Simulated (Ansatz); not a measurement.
**Relaxing a trial structure of AlBF2H2**

The starting geometry of this gas-phase singlet was optimised with GFN2-xTB.

| atom | x (Å) | y (Å) | z (Å) |
| --- | --- | --- | --- |
| Al | -3.2371 | 2.6884 | 0.2218 |
| B | -1.3088 | 2.1274 | 0.7987 |
| F | -1.6687 | 1.8439 | 2.1184 |
| F | -4.8029 | 3.1027 | -0.0924 |
| H | -0.6204 | 3.0907 | 0.6939 |
| H | -1.0282 | 1.1598 | 0.1685 |

Task: Where would you expect an optimisation with PBE0-D3(BJ)/pcseg-1 to take it?

Result: It loosens into BFH2 + AlF, which stay close as a complex. Contacts that open: Al1–B2 (2.09 → 2.86 Å).

The energy falls by 0.35 eV over 10 steps:

| step | E − E(last) (eV) |
| --- | --- |
| 1 | 0.349 |
| 2 | 0.187 |
| 3 | 0.069 |
| 4 | 0.038 |
| 5 | 0.009 |
| 6 | 0.002 |
| 7 | 0.000 |
| 8 | 0.000 |
| 9 | 0.000 |
| 10 | 0.000 |

Final geometry (Å):

```xyz
6

Al   -3.5641    2.8223   -0.0161
B    -1.0096    2.0144    0.9815
F    -1.3616    1.7453    2.2440
F    -5.1824    3.2229   -0.2409
H    -0.5636    3.1064    0.7425
H    -0.9849    1.1015    0.1977
```

The end wasn't checked by frequencies. Run with Ansatz 0.2.0, 18 s on 1 thread of Arm Neoverse V1 (shared host).
